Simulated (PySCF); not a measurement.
**Polarisability and C₆ of Cl²⁺ (chlorine, charge +2)**

[Ne] 3s2 3p3, high-spin 4S determinant. Calculation: PySCF 2.14, in aug-cc-pVQZ-DK; scalar relativity by spin-free X2C-1e. Coupled (time-dependent) response in atomic units; α is the mean over directions.

| method | mean α (bohr³) | C₆ (like pair) | S(−4) |
| --- | --- | --- | --- |
| UHF | 5.922 | 21.09 | 11.10 |
| PBE | 5.818 | 20.74 | 9.829 |
| PBE0 | 5.809 | 20.68 | 9.901 |
| r2SCAN0 | 5.830 | 21.14 | 9.862 |
| BP86 | 5.823 | 20.77 | 9.816 |

S(−4) is the Cauchy moment in α(ω) = α(0) + S(−4) ω² + …

α(iu) at PBE0:

```csv
u (hartree),α(iu) (bohr³)
0,5.809
0.0500,5.785
0.100,5.713
0.200,5.445
0.300,5.062
0.500,4.161
0.750,3.122
1.00,2.332
1.50,1.379
2.00,0.8943
3.00,0.4648
5.00,0.2002
```

For an ion, C₆ is the dispersion term alone; charge-induced terms of lower order in 1/R come first.
